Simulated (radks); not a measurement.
Removal energies from the calcium ion Ca7+, [Ne] 3s2 3p(1/2: 1, 3/2: 0), by Delta-SCF beside the eigenvalue of the level emptied. Method: Dirac Kohn-Sham, PBE, spin-unpolarised, spherical densities, finite nucleus; Fermi nuclear charge, rms radius of each element as measured or else 0.836 A^(1/3) + 0.57 fm; computed with a radial shooting solver on a logarithmic mesh with Libxc functionals. Sub-shells are occupied by j as written (lower j first in brackets).

3p1/2: final configuration [Ne] 3s2; Delta-SCF (eV) 147.14; -eigenvalue (eV) 136.61
3s1/2: final configuration [Ne] 3s1 3p(1/2: 1, 3/2: 0); Delta-SCF (eV) 168.08; -eigenvalue (eV) 157.38
2p3/2: final configuration [He] 2s2 2p(1/2: 2, 3/2: 3) 3s2 3p(1/2: 1, 3/2: 0); Delta-SCF (eV) 499.59; -eigenvalue (eV) 468.19
2p1/2: final configuration [He] 2s2 2p(1/2: 1, 3/2: 4) 3s2 3p(1/2: 1, 3/2: 0); Delta-SCF (eV) 503.56; -eigenvalue (eV) 471.95
